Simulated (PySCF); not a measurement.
## Pb(SiH3)2 at several levels of theory

Computed with PySCF 2.14.0 (density fitting, no spin-orbit coupling) at the geometry relaxed with PBE0:

```xyz
9
Pb(SiH3)2 (singlet)
Pb    0.0000    0.0000   -0.4801
Si    1.8383    0.0495    1.5459
H     1.4726   -0.8156    2.7157
H     3.2326   -0.3155    1.1309
H     1.8832    1.4685    2.0411
Si   -1.8383   -0.0495    1.5459
H    -1.4726    0.8156    2.7157
H    -3.2326    0.3155    1.1309
H    -1.8832   -1.4685    2.0411
```

```tsv
level	basis	state	HOMO (eV)	gap (eV)	charge on Pb1 (e)	dipole about the centre of mass (D)	largest force component (eV/Å)
PBE0	Pb def2-SVP with ECP60, Si def2-SVP, H def2-SVP	singlet	-6.45	3.23	0.25	2.11	0.01
r2SCAN	the same	singlet	-5.79	1.97	0.26	2.05	0.04
HF	the same	singlet	-8.26	7.82	0.19	1.97	0.43
M06-L	the same	singlet	-5.64	1.98	0.36	2.47	0.30
PBE	the same	singlet	-5.56	1.63	0.24	2.03	0.20
PBE0	Pb def2-TZVP with ECP60, Si def2-TZVP, H def2-TZVP	singlet	-6.45	3.22	0.33	2.15	0.17
```

Charges are Mulliken's, which hang on the basis. The relaxation used the grid (50, 194), these runs (75, 302) or, all-electron (x2c bases, spin-free X2C Hamiltonian), (99, 590).

Task: What does PBE0 with Pb x2c-SVPall, Si x2c-SVPall, H x2c-SVPall give here?

Result: state singlet, HOMO (eV) -6.49, gap (eV) 3.24, charge on Pb1 (e) 0.26, dipole about the centre of mass (D) 2.09, largest force component (eV/Å) 0.62. Time: 30 s on 2 threads of Arm Neoverse V2, on a shared host, from free ions and atoms.

In the first row's basis the gap widens with exact exchange: 1.6 to 2.0 eV for PBE, r2SCAN, M06-L (none); 3.2 eV for PBE0 (a fixed share); 7.8 eV for Hartree–Fock (rising or full at long range).
